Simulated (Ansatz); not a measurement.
A set of 12 reactions (germylene extrusion), with CCSD(T)/CBS values in kJ/mol:

```csv
reaction,ΔE
`[BH2][GeH]([CH3])[NH2]` → BH₃ + `[CH3][Ge][NH2]`,67.8
`O/C(S)=[CH]\[GeH3]` → `[GeH2]` + `C=C(O)S`,166.6
`[CH3][GeH2][AlH][C]#N` → `[CH3][AlH][C]#N` + `[GeH2]`,178.8
`[BH2][GeH]([CH3])[NH2]` → `BC` + `[NH2][GeH]`,52.3
`[OH][GeH]([OH])[Cl]` → `[OH][Ge][Cl]` + H₂O,73.6
`[CH3][Ge]([OH])([OH])[GeH3]` → `[OH][GeH3]` + `[CH3][Ge][OH]`,154.1
`[CH3][Ge]([OH])([OH])[GeH3]` → `[CH3][GeH3]` + `[OH][Ge][OH]`,77.3
`[F][GeH]([F])[F]` → `[F][Ge][F]` + H–F,93.7
`C[O][GeH2][AlH2]` → `[AlH3]` + `C[O][GeH]`,117.5
`[F][GeH2][InH2]` → `[GeH2]` + `[F][InH2]`,187.8
`[OH][GeH]([OH])[Cl]` → HCl + `[OH][Ge][OH]`,122.1
`[CH3][GeH2][TeH]` → `[CH3][GeH]` + H₂Te,236.4
```

Calculated with Ansatz (gas phase, PBE0-D4/def2-TZVP geometries, no zero-point term in ΔE). CCSD(T)/CBS adds triple-zeta CCSD(T) − MP2 to the extrapolated MP2 energy (def2 sets, frozen cores). This one scheme is used for every species. DFT in def2-TZVPP. B3LYP here is the variant with VWN-RPA as its local correlation; programs differ in this. def2 core potentials past Kr. For Ge, In, Te outer-core shells are correlated without core-valence functions, which leaves a few kJ/mol of doubt a bond. Scalar relativity is left out up to krypton. One conformer a species, not always the lowest.

**Question.** Give the mean, mean absolute and largest difference (level minus CCSD(T)/CBS, kJ/mol) for: PBE-D4, PBE0-D4, B3LYP-D4, ωB97X-V, ωB97M-V, B2PLYP, PBE, r2SCAN, HF/def2-TZVPP, SCS-MP2/def2-TZVPP, CCSD(T)/def2-TZVPP, HF/def2-QZVPP, SCS-MP2/def2-QZVPP, CCSD/CBS(def2). (An estimate is asked.)

**Answer.** The calculation gave: 
```tsv
level	mean	mean absolute	largest
PBE-D4	-6.4	7.0	-16.0
PBE0-D4	8.3	8.3	14.6
B3LYP-D4	-17.2	17.2	-24.8
ωB97X-V	6.5	6.5	16.7
ωB97M-V	-8.9	8.9	-15.8
B2PLYP	-10.3	10.5	-17.9
PBE	-13.6	13.6	-22.3
r2SCAN	8.6	9.3	18.5
HF/def2-TZVPP	-12.0	21.9	-35.1
SCS-MP2/def2-TZVPP	8.0	8.0	24.1
CCSD(T)/def2-TZVPP	9.0	9.1	20.6
HF/def2-QZVPP	-13.4	23.1	-37.1
SCS-MP2/def2-QZVPP	3.5	4.8	15.1
CCSD/CBS(def2)	-2.4	2.6	-7.0
```

The largest T1 diagnostic in the set is 0.016, for `[F][InH2]` (customary mark 0.02).

CCSD(T)/CBS is a level of theory with its own doubt, and the functionals carry their triple-zeta basis error, so these figures describe this set and don't rank the functionals.
